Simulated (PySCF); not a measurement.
C3H2F3, SMILES [CH]=CC(F)(F)F, multiplicity 2. Atoms are numbered in the order given.

```xyz
8

C     -0.1441    -2.1383     0.0000
C      0.5832    -1.0474     0.0000
C      0.0066     0.3381     0.0000
F     -1.3221     0.3381     0.0000
F      0.4184     1.0187     1.0749
F      0.4184     1.0187    -1.0749
H      0.0097    -3.2161     0.0000
H      1.6838    -1.0775     0.0000
```
Charge 0, spin multiplicity 2.

Coordinates come from a PBE0-D3(BJ)/def2-SVP optimisation. The isomer is the one that the SMILES or the coordinates give; other isomers of the formula were not compared.

The numbers are results of B3LYP/def2-TZVP (PySCF), not measurements.

ESP charges are fitted to the potential on shells at 1.4 to 2.0 van der Waals radii. Atomic charges (e):

```csv
atom,meta-Löwdin,Löwdin,ESP fit,Mulliken spin
C1,-0.10,-0.01,-0.17,1.00
C2,-0.18,-0.20,-0.27,-0.12
C3,0.80,-0.70,0.64,0.03
F4,-0.27,0.22,-0.17,0.00
F5,-0.28,0.20,-0.21,0.00
F6,-0.28,0.20,-0.21,0.00
H7,0.16,0.13,0.21,0.01
H8,0.15,0.16,0.19,0.08
```

**Question.** Give the Mayer and Wiberg (Löwdin basis) orders of the bonds. (The exact figures need the calculation; the answer reports its results.)

**Answer.** 
```
bond   Mayer  Wiberg
-----  -----  ------
C1–C2   2.00    2.33
C2–C3   0.99    1.14
C3–F4   1.15    1.78
C3–F5   1.12    1.76
C3–F6   1.12    1.76
C1–H7   0.95    0.93
C2–H8   0.91    0.80
```
